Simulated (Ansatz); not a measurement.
Born–Oppenheimer molecular dynamics of ClH₅N₂Si (9 atoms, charge 0, multiplicity 1). It starts from a relaxed structure.

Method: RKS PBE-D4/def2-SVP in Ansatz 0.2.0.

| Quantity | Value |
| --- | --- |
| ensemble | NVT, Nosé–Hoover chain |
| time step | 1 fs |
| steps asked | 150 |
| set temperature | 2000 K |
| thermostat | time constant 100 fs, chain length 3 (defaults) |
| temperature schedule | 37 steps to 2000 K, then 113 steps to 500 K |
| seed | 55650 |

First frame:

```xyz
9
Properties=species:S:1:pos:R:3
Si -0.111 0.000 -0.013
H -0.118 -0.089 1.487
Cl 1.928 0.109 -0.528
N -0.797 1.372 -0.806
H -1.794 1.569 -0.695
H -0.247 2.228 -0.896
N -0.992 -1.381 -0.551
H -0.913 -2.259 -0.033
H -1.091 -1.550 -1.556
```

(1) How far do the bonds stretch over the last three quarters of this one trajectory? (Pairs bonded in most of those frames.)

## Answers

(1) 
```
   bond  mean (Å)  spread (Å)  shortest  longest
 Si1–H2     1.513       0.033      1.45     1.60
Si1–Cl3     2.134       0.068      2.04     2.26
 Si1–N4     1.764       0.075      1.64     1.90
 Si1–N7     1.743       0.020      1.71     1.79
  N4–H5     1.038       0.029      0.98     1.11
  N4–H6     1.046       0.045      0.96     1.13
  N7–H8     1.042       0.058      0.95     1.13
  N7–H9     1.033       0.037      0.97     1.09
```

Mean temperature of the second half: 1323 K. The conserved energy stayed within 3.6 meV per atom of its start (net change 0.8 meV per atom), so there is no drift, though single steps change it by up to 27 meV in the whole system, a sign of fast motions only just resolved. The schedule's set-point averaged 998 K over the second half and the system 1323 K, so it lags behind the ramp. A run of 0.15 ps of so small a system gives no equilibrium averages.

Time of the run: 5.9 min on 1 thread of AMD EPYC 7B13 (Zen 3) (shared host), peak memory 0.14 GiB.
